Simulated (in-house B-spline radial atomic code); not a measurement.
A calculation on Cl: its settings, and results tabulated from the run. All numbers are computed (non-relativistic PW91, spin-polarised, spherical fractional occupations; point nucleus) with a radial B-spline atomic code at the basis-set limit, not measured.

Command:
```bash
python run_scf.py task.json out
```
Settings:
```
Z                17
configuration    [Ne] 3s2 3p5
hamiltonian      nr
method           pw91,pw91
spin_polarised   True
```

Output (hartree, bohr):
```
 radial grid: 55 intervals, B-splines of order 8, outer radius 50 bohr

 iter        energy (Eh)    residual
    1        -457.935601    2.47e-01
    2        -459.084197    1.50e-01
    3        -460.089113    3.07e-02
    4        -460.145637    5.53e-03
    5        -460.146320    3.56e-03
    6        -460.147033    6.19e-04
    7        -460.147046    1.10e-04
    8        -460.147047    6.18e-06
    9        -460.147047    3.17e-07
   10        -460.147047    2.79e-08

 total energy                      -460.14705
 kinetic                             459.5684
 electron-nucleus                  -1094.6101
 Hartree                             203.0532
 exchange-correlation                -28.1585

 orbital      occ     eigenvalue          <r>       <r^2>       <1/r>       r_max
 1s up      1.000      -100.7497    0.0914182   0.0112316     16.5509     0.05991
 1s down    1.000      -100.7438    0.0914143   0.0112306     16.5514     0.05991
 2s up      1.000        -9.2279     0.446502    0.236858      3.2842      0.3637
 2s down    1.000        -9.2224     0.446438     0.23674     3.28399      0.3637
 2p up      3.000        -7.0505     0.407561    0.206987       3.199      0.3021
 2p down    3.000        -7.0428     0.407517    0.206876     3.19871      0.3022
 3s up      1.000        -0.7723      1.53794     2.75188    0.898819       1.286
 3s down    1.000        -0.7370      1.54419     2.77967    0.896575       1.286
 3p up      3.000        -0.3329      1.83065     4.03797      0.7493       1.426
 3p down    2.000        -0.3010      1.85897     4.18777    0.740949       1.431
```

Time taken, with all properties: 0.09 s on 1 thread of Arm Neoverse V2, with other jobs on the host.
